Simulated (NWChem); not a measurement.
# SnHCl3; SMILES [Cl][SnH]([Cl])[Cl]

Program: NWChem. Coordinates come from a PBE0/def2-SVP optimisation. def2 effective core potentials on Sn; no spin-orbit coupling. Level MN15/def2-SVP: energy and gradient on several grids; changes count from the extra-fine grid, which is no exact limit either.

### Question
Which is the coarsest grid (medium; fine; coarse; xcoarse; xfine) from which on the energy stays within 50 μHa and each gradient component within 100 μHa/bohr of xfine?

### Answer
fine.
```json
[
 {"grid": "xcoarse", "size of the energy change (μHa)": "3000", "largest change of a gradient component (μHa/bohr)": "10000"},
 {"grid": "coarse", "size of the energy change (μHa)": "50", "largest change of a gradient component (μHa/bohr)": "400"},
 {"grid": "medium", "size of the energy change (μHa)": "< 10", "largest change of a gradient component (μHa/bohr)": "200"},
 {"grid": "fine", "size of the energy change (μHa)": "< 10", "largest change of a gradient component (μHa/bohr)": "< 30"},
 {"grid": "xfine", "size of the energy change (μHa)": "< 10", "largest change of a gradient component (μHa/bohr)": "< 30"}
]
```
